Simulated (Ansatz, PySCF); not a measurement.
Stretching the Si1–F3 bond in FHSi (SMILES F[SiH]) (multiplicity 1 held, fragments rigid). Energies count from the point at 1.620 Å.
Geometry at that point (charge 0, multiplicity 1):
```xyz
3

Si    -0.2073    -0.3454     0.4496
H     -1.0031    -1.1949    -0.5558
F      0.4339     0.6700    -0.6376
```

Active spaces are followed from a long bond inwards. Levels need not reach the same state.

Correlated levels freeze the cores. Rows in 6-31G* carry no dispersion term and start afresh at each structure (6-31G* with six Cartesian d functions).

Programs: Ansatz (an electronic-structure program) with Gaussian orbitals; PySCF for 6-31G* rows. Values without a source in brackets are computed.

What energy at R = 5.184 Å does R-HF/6-31G* give?

863 kJ/mol

Estimate the energy at R = 5.184 Å that FIC-MRCISD on CASSCF(6,4)/cc-pV(T+d)Z returns for this input.

573 kJ/mol

Give the energy at R = 5.184 Å at the level FIC-MRCISD+Q on CASSCF(6,4)/cc-pV(T+d)Z.

579 kJ/mol

Doubts at one or more of the structures used: a restricted determinant that unrestricted orbitals would lower (R-HF/6-31G*); active orbitals that take no part (FIC-MRCISD on CASSCF(6,4)/cc-pV(T+d)Z, FIC-MRCISD+Q on CASSCF(6,4)/cc-pV(T+d)Z).
